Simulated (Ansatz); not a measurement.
`[F][Sn]([F])([SiH3])[Cl]` + HBr → `[F][Sn]([F])([Cl])[Br]` + SiH₄  (cleavage of the Sn–Si bond)

Isolated molecules relaxed with PBE0-D4/def2-TZVP in Ansatz; ΔE leaves out vibrations. CCSD(T)/CBS is the MP2 limit (def2-TZVPP, def2-QZVPP) plus CCSD(T) − MP2 in def2-TZVPP, frozen cores. This one scheme is used for every species. Functionals use def2-TZVPP. B3LYP here is the variant with VWN-RPA as its local correlation; programs differ in this. Elements past krypton have def2 core potentials. For Br, Sn outer-core shells are correlated without core-valence functions, which leaves a few kJ/mol of doubt a bond. Scalar relativity is left out up to krypton.

```tsv
level	ΔE (kJ/mol)	difference from CCSD(T)/CBS
PBE-D4	-29.8	13.6
PBE	-30.0	13.4
revPBE	-31.5	11.9
B3LYP	-38.1	5.3
r2SCAN0	-41.4	2.0
CAM-B3LYP	-39.3	4.1
LC-ωPBE	-37.5	5.9
CCSD(T)/def2-SVP	-45.5	-2.1
CCSD/def2-TZVPP	-41.3	2.1
CCSD/CBS(def2)	-43.6	-0.2
CCSD(T)/CBS	-43.4	0
```

Largest T1 diagnostic among the species: 0.014.

From BLYP to BHLYP (50 % exact exchange), in def2-TZVPP and without D4, ΔE moves by −10.5 kJ/mol. In def2-TZVPP, CCSD(T) changes the Hartree–Fock value by +18.6 kJ/mol (the triples alone add +0.2 kJ/mol) and MP2 by +15.8 kJ/mol.
